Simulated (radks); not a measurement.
Ionisation of the iodine ion I27+, [Ar] 3d8, to [Ar] 3d7 as the strength of local exchange is varied. Method: Dirac Kohn-Sham, Slater X-alpha exchange (alpha = 2/3 is LDA exchange), no correlation, spin-unpolarised, spherical densities, finite nucleus; open shells are shared between the two j in proportion to 2j + 1; Fermi nuclear charge, rms radius 4.75 fm; computed with a radial shooting solver on a logarithmic mesh with Libxc functionals.

alpha = 0.561: E(I27+) (hartree) -6683.36755; exchange (hartree) -116.07811; IE (eV) 1545.4; -e of the level emptied (eV) 1499.4 (3d5/2); <r> of it (bohr) 0.2748
alpha = 0.667: E(I27+) (hartree) -6705.32786; exchange (hartree) -138.35759; IE (eV) 1560.6; -e of the level emptied (eV) 1514.4 (3d5/2); <r> of it (bohr) 0.2736
alpha = 0.902: E(I27+) (hartree) -6754.20999; exchange (hartree) -188.14410; IE (eV) 1594.6; -e of the level emptied (eV) 1548.2 (3d5/2); <r> of it (bohr) 0.2710
alpha = 0.995: E(I27+) (hartree) -6773.62966; exchange (hartree) -207.99664; IE (eV) 1608.2; -e of the level emptied (eV) 1561.6 (3d5/2); <r> of it (bohr) 0.2700
alpha = 1: E(I27+) (hartree) -6774.67493; exchange (hartree) -209.06639; IE (eV) 1608.9; -e of the level emptied (eV) 1562.4 (3d5/2); <r> of it (bohr) 0.2699
alpha = 1.034: E(I27+) (hartree) -6781.78602; exchange (hartree) -216.34719; IE (eV) 1613.9; -e of the level emptied (eV) 1567.3 (3d5/2); <r> of it (bohr) 0.2696

NIST Atomic Spectra Database: 1553 +/- 4 eV (theoretical). The Delta-SCF value meets it near alpha = 0.61. Spin polarisation and multiplet splitting are left out, so open shells lie too high by an amount that depends on their filling. Sharing an open shell by 2j + 1 raises it above the true ground level by a part of the spin-orbit splitting, which enters the differences from NIST.

Beside tabulated values, note that spin-unpolarised runs miss the spin-polarisation part of the exchange energy of open shells.
